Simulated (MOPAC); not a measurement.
Job for MOPAC: AM1 on CH5BSe (SMILES CB[SeH]), a point of a bond scan (R = 1.189 Å).

```
AM1 1SCF PRECISE CHARGE=0 THREADS=1
CH5BSe

B     -0.15281115 1    -0.55344157 1     1.06257556 1
H     -1.13195865 1    -0.58935052 1     1.73549546 1
C      1.16908035 1    -1.26447540 1     1.48164381 1
H      0.97857175 1    -2.33313654 1     1.63198235 1
H      1.49361377 1    -0.88848570 1     2.45849675 1
H      2.00004339 1    -1.16077437 1     0.78257232 1
Se    -0.23400099 1     0.42531987 1    -0.59759198 1
H     -1.63466303 1     0.86493165 1    -0.49316030 1
```

Output:

```
*******************************************************************************
 **                                                                           **
 **                              MOPAC v23.2.5                                **
 **                                                                           **
 *******************************************************************************
 ** MOPAC's Digital Object Identifier: https://doi.org/10.5281/zenodo.6511958 **
 **                                                                           **
 ** Please cite the open-source release paper for use of this MOPAC version:  **
 ** J. E. Moussa and J. J. P. Stewart (2026)                                  **
 ** MOPAC: An open-source semiempirical molecular orbital program             **
 ** J. Open Source Softw., 11(119), 8025, https://doi.org/10.21105/joss.08025 **
 *******************************************************************************

                              AM1 CALCULATION RESULTS

 *******************************************************************************
 *  AM1        - The AM1 Hamiltonian to be used
 *
 *
 *
 *                 CHARGE ON SYSTEM = 0
 *
 *
 *
 *  PRECISE    - TIGHTER CRITERIA TO BE USED
 *  1SCF       - DO 1 SCF AND THEN STOP
 *  THREADS=1  - MULTI-THREADING NOT USED
 *  T=         - A TIME OF 172800.0 SECONDS REQUESTED
 *  DUMP=N     - RESTART FILE WRITTEN EVERY 7200.0 SECONDS REQUESTED
 *******************************************************************************
AM1 1SCF PRECISE CHARGE=0 THREADS=1
 CH5BSe

   ATOM   CHEMICAL          X               Y               Z
  NUMBER   SYMBOL      (ANGSTROMS)     (ANGSTROMS)     (ANGSTROMS)

     1       B         -0.15281115  *  -0.55344157  *   1.06257556  *
     2       H         -1.13195865  *  -0.58935052  *   1.73549546  *
     3       C          1.16908035  *  -1.26447540  *   1.48164381  *
     4       H          0.97857175  *  -2.33313654  *   1.63198235  *
     5       H          1.49361377  *  -0.88848570  *   2.45849675  *
     6       H          2.00004339  *  -1.16077437  *   0.78257232  *
     7      Se         -0.23400099  *   0.42531987  *  -0.59759198  *
     8       H         -1.63466303  *   0.86493165  *  -0.49316030  *



          CARTESIAN COORDINATES

    NO.       ATOM           X           Y           Z

     1         B         -0.1528     -0.5534      1.0626
     2         H         -1.1320     -0.5894      1.7355
     3         C          1.1691     -1.2645      1.4816
     4         H          0.9786     -2.3331      1.6320
     5         H          1.4936     -0.8885      2.4585
     6         H          2.0000     -1.1608      0.7826
     7        Se         -0.2340      0.4253     -0.5976
     8         H         -1.6347      0.8649     -0.4932

  H: (AM1): M.J.S. DEWAR ET AL, J. AM. CHEM. SOC. 107 3902-3909 (1985)
  B: (AM1): M.J.S. DEWAR ET AL, ORGANOMETALLICS, 7, 513-521 (1988)
  C: (AM1): M.J.S. DEWAR ET AL, J. AM. CHEM. SOC. 107 3902-3909 (1985)
 Se: (AM1): J. J. P. STEWART, J. MOL. MOD., 10, 155-164 (2004)

           Empirical Formula: C H5 B Se  =     8 atoms



      MOLECULAR POINT GROUP   :   Cs


      RHF CALCULATION, NO. OF DOUBLY OCCUPIED LEVELS = 9


 -------------------------------------------------------------------------------
 AM1 1SCF PRECISE CHARGE=0 THREADS=1
 CH5BSe



     1SCF WAS SPECIFIED, SO BFGS WAS NOT USED
     SCF FIELD WAS ACHIEVED


                              AM1 CALCULATION
                                                       MOPAC v23.2.5 Linux




          FINAL HEAT OF FORMATION =         11.50994 KCAL/MOL =      48.15758 KJ/MOL


          COSMO AREA              =        105.98 SQUARE ANGSTROMS
          COSMO VOLUME            =         90.67 CUBIC ANGSTROMS

          IONIZATION POTENTIAL    =          8.287525 EV
          HOMO LUMO ENERGIES (EV) =         -8.288  0.127
          NO. OF FILLED LEVELS    =          9
          MOLECULAR WEIGHT        =        106.8205         POINT GROUP:  Cs

          MOLECULAR DIMENSIONS (Angstroms)

            Atom       Atom       Distance
            H     8    H     5     4.64466
            H     6    H     2     2.84376
            H     5    H     4     1.69988


          SCF CALCULATIONS        =          1





   ATOM   CHEMICAL          X               Y               Z
  NUMBER   SYMBOL      (ANGSTROMS)     (ANGSTROMS)     (ANGSTROMS)

     1       B         -0.15281115  *  -0.55344157  *   1.06257556  *
     2       H         -1.13195865  *  -0.58935052  *   1.73549546  *
     3       C          1.16908035  *  -1.26447540  *   1.48164381  *
     4       H          0.97857175  *  -2.33313654  *   1.63198235  *
     5       H          1.49361377  *  -0.88848570  *   2.45849675  *
     6       H          2.00004339  *  -1.16077437  *   0.78257232  *
     7      Se         -0.23400099  *   0.42531987  *  -0.59759198  *
     8       H         -1.63466303  *   0.86493165  *  -0.49316030  *

                             CARTESIAN COORDINATES

   1    B       -0.152811150    -0.553441570     1.062575560
   2    H       -1.131958650    -0.589350520     1.735495460
   3    C        1.169080350    -1.264475400     1.481643810
   4    H        0.978571750    -2.333136540     1.631982350
   5    H        1.493613770    -0.888485700     2.458496750
   6    H        2.000043390    -1.160774370     0.782572320
   7   Se       -0.234000990     0.425319870    -0.597591980
   8    H       -1.634663030     0.864931650    -0.493160300


           Empirical Formula: C H5 B Se  =     8 atoms



      MOLECULAR POINT GROUP   :   Cs


                  EIGENVALUES
 -30.34672 -21.52742 -18.08908 -14.38145 -13.77550 -12.69375 -11.69457 -10.01242
  -8.28752   0.12724   0.79532   1.10279   3.77274   4.42749   4.75444   4.93689
   5.55880


              NET ATOMIC CHARGES AND DIPOLE CONTRIBUTIONS

  ATOM NO.   TYPE          CHARGE      No. of ELECS.   s-Pop       p-Pop
    1          B           0.131940        2.8681     1.29334     1.57472
    2          H          -0.034933        1.0349     1.03493
    3          C          -0.331208        4.3312     1.23479     3.09642
    4          H           0.095644        0.9044     0.90436
    5          H           0.095644        0.9044     0.90436
    6          H           0.088511        0.9115     0.91149
    7         Se          -0.038187        6.0382     1.95562     4.08257
    8          H          -0.007411        1.0074     1.00741
 DIPOLE           X         Y         Z       TOTAL
 POINT-CHG.     0.320    -0.323     0.364     0.582
 HYBRID        -0.463    -0.279     0.776     0.946
 SUM           -0.143    -0.601     1.140     1.297


          ATOMIC ORBITAL ELECTRON POPULATIONS

     Atom    s        px        py        pz
    1  B   1.29334   0.70046   0.32762   0.54664
    2  H   1.03493
    3  C   1.23479   1.04071   1.02922   1.02649
    4  H   0.90436
    5  H   0.90436
    6  H   0.91149
    7 Se   1.95562   1.09106   1.64336   1.34815
    8  H   1.00741

 **********************
 *                    *
 * JOB ENDED NORMALLY *
 *                    *
 **********************




 == MOPAC DONE ==
```

The run finished.

Cost: around 0.020 core-seconds (rough).
